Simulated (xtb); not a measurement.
Input for xtb: GFN2-xTB on F2H2Si (SMILES F[SiH2]F), a point of a bond scan (R = 2.387 Å).

```
$ xtb mol.xyz --gfn 2 --sp --chrg 0 --uhf 0
5

Si     0.22395286    -0.14590633     0.36051960
F     -1.45472684    -1.35335044    -0.83282442
F      0.40909919     1.26754447    -0.34742940
H      1.48976880    -0.88621093     0.26168676
H     -0.25049912     0.07882097     1.73329117
```

The head of its log:

```
[...]
           -------------------------------------------------
          |                Calculation Setup                |
           -------------------------------------------------



molecular fragmentation (1/2 indicates fragments):
12111
# atoms in fragment 1/2:     4     1
 fragment masses (1/2) :       49.10       19.00
CMA distance (Bohr)    :   5.020
constraining FC (au)   :  0.0500

           -------------------------------------------------
          |                 G F N 2 - x T B                 |
           -------------------------------------------------

        Reference                      10.1021/acs.jctc.8b01176
      * Hamiltonian:
        H0-scaling (s, p, d)           1.850000    2.230000    2.230000
        zeta-weighting                 0.500000
      * Dispersion:
        s8                             2.700000
        a1                             0.520000
        a2                             5.000000
        s9                             5.000000
      * Repulsion:
        kExp                           1.500000    1.000000
        rExp                           1.000000
      * Coulomb:
        alpha                          2.000000
        third order                    shell-resolved
        anisotropic                    true
        a3                             3.000000
        a5                             4.000000
        cn-shift                       1.200000
        cn-exp                         4.000000
        max-rad                        5.000000


          ...................................................
          :                      SETUP                      :
          :.................................................:
          :  # basis functions                  20          :
          :  # atomic orbitals                  19          :
          :  # shells                            9          :
          :  # electrons                        20          :
          :  max. iterations                   250          :
          :  Hamiltonian                  GFN2-xTB          :
          :  restarted?                      false          :
          :  GBSA solvation                  false          :
          :  PC potential                    false          :
          :  electronic temp.          300.0000000     K    :
          :  accuracy                    1.0000000          :
          :  -> integral cutoff          0.2500000E+02      :
          :  -> integral neglect         0.1000000E-07      :
          :  -> SCF convergence          0.1000000E-05 Eh   :
          :  -> wf. convergence          0.1000000E-03 e    :
          :  Broyden damping             0.4000000          :
          :  net charge                          0          :
          :  unpaired electrons                  0          :
          ...................................................

 iter      E             dE          RMSdq      gap      omega  full diag
   1    -12.1892225 -0.121892E+02  0.852E+00    5.33       0.0  T
   2    -12.2708649 -0.816425E-01  0.309E+00    2.26       1.0  T
```

**Question.** Give the final energy of this run.

**Answer.** -12.2551 hartree.
